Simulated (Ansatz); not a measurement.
A structure relaxed at PBE0-D4/def2-TZVP, charge 0, multiplicity 1:

```xyz
12

C    -0.728   -1.128   -1.394
Si   -1.126   -0.274    0.205
O    -0.022    0.911    0.511
Si    1.470    1.265    1.014
F     2.534    0.479    0.120
H    -0.741   -0.422   -2.227
H     0.262   -1.589   -1.352
H    -1.462   -1.912   -1.600
H    -1.111   -1.243    1.335
H    -2.457    0.381    0.149
H     1.709    2.710    0.827
H     1.674    0.821    2.411
```

Question: Give its formula and SMILES.

Answer: CH7FOSi2, `C[SiH2]O[SiH2]F`.

Question: Summarise the bond lengths by kind.

Answer: 1 × C–Si 1.856 Å; 3 × C–H 1.092 to 1.093 Å; 2 × O–Si 1.614 to 1.648 Å; 4 × H–Si 1.477 to 1.489 Å; 1 × F–Si 1.597 Å.

Results of the Gaussian-basis code of Ansatz.
